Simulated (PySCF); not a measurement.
# Atomic charges against the basis set

C3H2F2OSi.
Numbering: `[CH:1]#[C:2][C:3](=[O:4])[SiH:5]([F:6])[F:7]` (hydrogens: H8 on C1; H9 on Si5)

PBE0 throughout (PySCF), one geometry, spherical d and f functions. Isolated species at its PBE0-D3(BJ)/def2-SVP geometry (one conformer only). Atoms taken as equivalent share a column and are averaged. The first 7 of 8 kinds of atom are listed.

Mulliken charges (e):

```json
{"basis": "STO-3G", "functions": "41", "C1": "-0.111", "C2": "-0.065", "C3": "-0.022", "O4": "-0.161", "Si5": "+0.841", "F6/F7": "-0.245", "H8": "+0.131"}
{"basis": "6-31G", "functions": "71", "C1": "-0.365", "C2": "+0.130", "C3": "-0.002", "O4": "-0.332", "Si5": "+1.253", "F6/F7": "-0.445", "H8": "+0.314"}
{"basis": "pcSseg-0", "functions": "71", "C1": "-0.230", "C2": "-0.081", "C3": "-0.090", "O4": "-0.405", "Si5": "+1.562", "F6/F7": "-0.486", "H8": "+0.308"}
{"basis": "6-31G*", "functions": "106", "C1": "-0.418", "C2": "+0.264", "C3": "+0.063", "O4": "-0.356", "Si5": "+1.036", "F6/F7": "-0.390", "H8": "+0.269"}
{"basis": "cc-pVDZ", "functions": "112", "C1": "-0.310", "C2": "+0.439", "C3": "-0.147", "O4": "-0.178", "Si5": "+0.835", "F6/F7": "-0.301", "H8": "+0.037"}
{"basis": "def2-SVP", "functions": "112", "C1": "-0.298", "C2": "+0.281", "C3": "-0.099", "O4": "-0.195", "Si5": "+0.987", "F6/F7": "-0.331", "H8": "+0.075"}
{"basis": "aug-cc-pVDZ", "functions": "183", "C1": "+0.934", "C2": "-0.191", "C3": "+0.127", "O4": "-0.534", "Si5": "+1.177", "F6/F7": "-0.620", "H8": "-0.522"}
{"basis": "6-311+G(2d,p)", "functions": "209", "C1": "-1.007", "C2": "+1.074", "C3": "-0.149", "O4": "-0.345", "Si5": "+1.191", "F6/F7": "-0.461", "H8": "+0.182"}
{"basis": "def2-TZVP", "functions": "235", "C1": "-0.073", "C2": "+0.011", "C3": "-0.035", "O4": "-0.244", "Si5": "+0.756", "F6/F7": "-0.301", "H8": "+0.199"}
{"basis": "cc-pVTZ", "functions": "242", "C1": "-0.129", "C2": "+0.042", "C3": "+0.021", "O4": "-0.235", "Si5": "+0.711", "F6/F7": "-0.271", "H8": "+0.167"}
{"basis": "IGLO-III", "functions": "274", "C1": "-0.088", "C2": "-0.091", "C3": "+0.152", "O4": "-0.373", "Si5": "+1.317", "F6/F7": "-0.471", "H8": "+0.172"}
```

IAO charges (e):

```
        basis  functions      C1      C2      C3      O4     Si5   F6/F7      H8
       STO-3G         41  -0.130  -0.084  -0.072  -0.148  +1.110  -0.360  +0.168
        6-31G         71  -0.132  -0.069  +0.056  -0.313  +1.305  -0.489  +0.222
     pcSseg-0         71  -0.127  -0.070  +0.029  -0.300  +1.323  -0.481  +0.212
       6-31G*        106  -0.138  -0.075  +0.069  -0.344  +1.434  -0.511  +0.214
      cc-pVDZ        112  -0.146  -0.074  +0.075  -0.335  +1.411  -0.507  +0.217
     def2-SVP        112  -0.139  -0.071  +0.066  -0.336  +1.425  -0.508  +0.211
  aug-cc-pVDZ        183  -0.148  -0.070  +0.085  -0.357  +1.433  -0.518  +0.223
6-311+G(2d,p)        209  -0.147  -0.071  +0.077  -0.359  +1.460  -0.523  +0.223
    def2-TZVP        235  -0.150  -0.071  +0.075  -0.358  +1.475  -0.526  +0.222
      cc-pVTZ        242  -0.151  -0.071  +0.077  -0.355  +1.462  -0.522  +0.222
     IGLO-III        274  -0.149  -0.070  +0.076  -0.359  +1.471  -0.525  +0.223
```

Hirshfeld charges (e):

```tsv
basis	functions	C1	C2	C3	O4	Si5	F6/F7	H8
STO-3G	41	-0.069	-0.079	+0.047	-0.125	+0.543	-0.161	+0.086
6-31G	71	-0.035	-0.044	+0.085	-0.187	+0.536	-0.219	+0.122
pcSseg-0	71	-0.037	-0.056	+0.078	-0.185	+0.567	-0.215	+0.116
6-31G*	106	-0.046	-0.041	+0.087	-0.195	+0.501	-0.189	+0.119
cc-pVDZ	112	-0.045	-0.048	+0.077	-0.179	+0.500	-0.184	+0.116
def2-SVP	112	-0.044	-0.046	+0.080	-0.190	+0.513	-0.187	+0.114
aug-cc-pVDZ	183	-0.039	-0.047	+0.073	-0.196	+0.538	-0.199	+0.117
6-311+G(2d,p)	209	-0.037	-0.050	+0.071	-0.197	+0.542	-0.199	+0.117
def2-TZVP	235	-0.041	-0.047	+0.074	-0.196	+0.524	-0.191	+0.117
cc-pVTZ	242	-0.043	-0.046	+0.076	-0.193	+0.518	-0.189	+0.116
IGLO-III	274	-0.042	-0.050	+0.074	-0.199	+0.526	-0.190	+0.117
```

ESP-fitted charges (e):

```csv
basis,functions,C1,C2,C3,O4,Si5,F6/F7,H8
STO-3G,41,-0.317,+0.016,+0.155,-0.245,+0.750,-0.229,+0.236
6-31G,71,-0.464,+0.188,+0.171,-0.374,+1.043,-0.404,+0.356
pcSseg-0,71,-0.452,+0.135,+0.169,-0.383,+1.130,-0.398,+0.358
6-31G*,106,-0.380,+0.025,+0.316,-0.358,+0.620,-0.247,+0.333
cc-pVDZ,112,-0.374,+0.022,+0.284,-0.337,+0.680,-0.267,+0.330
def2-SVP,112,-0.380,+0.033,+0.284,-0.358,+0.734,-0.278,+0.329
aug-cc-pVDZ,183,-0.402,+0.040,+0.342,-0.383,+0.633,-0.261,+0.343
"6-311+G(2d,p)",209,-0.418,+0.064,+0.298,-0.377,+0.707,-0.280,+0.351
def2-TZVP,235,-0.418,+0.061,+0.304,-0.372,+0.671,-0.264,+0.348
cc-pVTZ,242,-0.410,+0.053,+0.299,-0.360,+0.649,-0.256,+0.345
IGLO-III,274,-0.394,+0.032,+0.335,-0.380,+0.625,-0.253,+0.341
```

Problem. Which scheme is steadiest as the basis changes?

Solution. Largest range over the bases for any column: Hirshfeld 0.07 e, IAO 0.37 e, ESP-fitted 0.51 e, Mulliken 1.94 e. Hirshfeld charges move least and Mulliken charges most, counted in e. Without the minimal STO-3G basis the ranges are Hirshfeld 0.07, IAO 0.17, ESP-fitted 0.51, Mulliken 1.94 e.

Problem. How much do the charges still move between the two largest bases, cc-pVTZ and IGLO-III?

Solution. At most, over all atoms: Mulliken 0.606 e, IAO 0.009 e, Hirshfeld 0.009 e, ESP-fitted 0.036 e.

Problem. What do the same runs give for the total energy, the frontier levels and the dipole moment?

Solution. 
| basis | energy (Eh) | HOMO (eV) | LUMO (eV) | μ (D) |
| --- | --- | --- | --- | --- |
| STO-3G | -670.6587 | -4.06 | 1.04 | 0.89 |
| 6-31G | -679.2337 | -8.04 | -2.82 | 1.51 |
| pcSseg-0 | -678.1675 | -8.12 | -2.94 | 1.56 |
| 6-31G* | -679.3912 | -7.71 | -2.50 | 1.60 |
| cc-pVDZ | -679.4247 | -7.80 | -2.61 | 1.41 |
| def2-SVP | -679.0243 | -7.87 | -2.69 | 1.52 |
| aug-cc-pVDZ | -679.4635 | -8.06 | -2.89 | 1.57 |
| 6-311+G(2d,p) | -679.5582 | -8.11 | -2.93 | 1.57 |
| def2-TZVP | -679.6040 | -8.02 | -2.85 | 1.59 |
| cc-pVTZ | -679.5810 | -7.97 | -2.78 | 1.57 |
| IGLO-III | -679.6071 | -8.06 | -2.89 | 1.61 |

The dipole is fixed by the density alone, so its range of 0.72 D shows that the density itself changes with the basis, not only its division among atoms.
